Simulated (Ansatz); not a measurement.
System: CH$_{2}$NO, net charge 1, singlet state. It need not be the lowest isomer of its formula. 
Coordinates optimised at B3LYP-D3(BJ)/def2-TZVP (Ansatz, a first-principles code):
```xyz
5

N     -1.0662     0.2609     0.2152
C      0.1427    -0.0349    -0.0288
O      1.2156    -0.2974    -0.2454
H     -1.6361    -0.3425     0.8095
H     -1.4816     1.1053    -0.1801
```
Charge +1, spin multiplicity 1.

Wanted: vertical electron affinity (to the doublet state of charge +0; a negative value means that the extra electron is unbound and the number depends on the basis; each state is the SCF solution reached for its spin), in eV. Cores are frozen in the correlated levels unless marked. UHF or UKS for open shells. No spin-orbit coupling. Non-relativistic. Basis-set limits of correlation are two-point, X^-3; Hartree-Fock from the larger set. The bracket is a focal-point correction in the basis named.

| level | program | vertical electron affinity (eV) |
|---|---|---|
| HF/aug-cc-pVTZ | Ansatz | 5.09 |
| SVWN5/def2-TZVPD | Ansatz | 5.79 |
| PBE0/def2-TZVPD | Ansatz | 5.75 |
| wB97X-V/def2-TZVPD | Ansatz | 5.60 |
| MP2/aug-cc-pVDZ | Ansatz | 5.02 |
| RI-MP2/aug-cc-pVQZ | Ansatz | 5.24 |
| SCS-MP2/aug-cc-pVDZ | Ansatz | 4.97 |

Q: What does RI-MP2/CBS(aug-cc-pVTZ,aug-cc-pVQZ)+[CCSD(T)-MP2]/aug-cc-pVTZ (Ansatz) give?

A: 5.46 eV, so SCS-MP2/aug-cc-pVDZ differs from it by -0.49 eV.
